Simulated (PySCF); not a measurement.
## How methods differ on the excitation energy of N⁺

N⁺ [He] 2s2 2p2 (3P) → N⁺ [He] 2s1 2p3 (5S), as a difference of total energies. Calculation: PySCF 2.14, in dyall-av2z (11s7p2d, 42 functions); the non-relativistic Hamiltonian (point nucleus). Correlated levels: valence: 1s2 frozen; virtual orbitals above 40 to 60 times the deepest correlated orbital energy dropped. The calculations carry no spin-orbit coupling.

| method | excitation energy (cm⁻¹) |
| --- | --- |
| UHF | 32118 |
| MP2 (valence) | 40925 |
| SCS-MP2 (valence) | 44971 |
| CCSD (valence) | 44685 |
| CCSD(T) (valence) | 44896 |

Errors of the correlated levels include the incompleteness of this basis and the frozen core.

For comparison: 46696 cm⁻¹ (measured; NIST levels, between the centres of gravity of the two terms).
